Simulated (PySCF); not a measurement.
Delta-SCF ions had no search for a lower state. Excitations are Tamm–Dancoff values on a coarser integration grid. The basis has no diffuse functions, so Rydberg states are missing or too high.

# BI$_{3}$, SMILES `IB(I)I` (charge 0, multiplicity 1)

All values below come from r2SCAN-D4/def2-TZVP in PySCF.

```json
{
 "HOMO": "-6.56 eV",
 "dipole_moment": "0.00 D",
 "HOMO–LUMO gap": "3.46 eV",
 "LUMO": "-3.11 eV",
 "S1 excitation (TDA)": "3.51 eV",
 "S1 oscillator strength": "0.000",
 "brightest of the four lowest singlets (TDA)": "4.70 eV",
 "T1 excitation (TDA)": "3.33 eV",
 "S1–T1 gap (TDA)": "0.18 eV",
 "vertical ionisation energy (Delta-SCF)": "8.97 eV",
 "total_energy": "-918.3951 Ha",
 "cost": "about 7 core-minutes (a rough figure)"
}
```

```xyz
4

I      2.0920    -0.3366    -0.0289
B     -0.0002     0.0000    -0.0007
I     -0.7543     1.9805     0.0133
I     -1.3375    -1.6439     0.0163
```
